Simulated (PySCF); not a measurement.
MgO, SMILES [O]=[Mg]. Geometry optimised at PBE-D3(BJ)/def2-TZVPD.

The numbers are results of PBE-D3(BJ)/def2-TZVPD in PySCF 2.14.0, not measurements.

Harmonic wavenumbers (cm⁻¹): 797. Rotational constants (GHz): 17.06 (linear); symmetry number 1.

Question: Work out the zero-point energy and the ideal-gas rigid-rotor harmonic-oscillator thermochemistry at 298.15 K and 1 atm.

Answer: ZPE = ½ Σ hcν = ½ × 797 cm⁻¹ = 4.77 kJ/mol. H − E(el) = 13.65 kJ/mol. Entropy in J/(mol K): translation 154.85, rotation 57.35, vibration 0.88, total 213.07. G − E(el) = -49.88 kJ/mol. Cp = 31.84 J/(mol K).
